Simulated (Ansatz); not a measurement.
Harmonic frequencies (cm⁻¹) at PBE0-D4/def2-TZVP from Ansatz: 39, 42, 110, 475, 611, 618, 649, 680, 802, 868, 872, 873, 874, 889, 942, 2136, 2136, 2142, 2146, 2179, 2182.

Problem. Which molecule is it?
A. `[GeH3][O][GeH3]`
B. `OB(O)[O][GeH3]`
C. `C=COB(O)O`
D. `[OH][GeH2][GeH3]`

Solution. A.
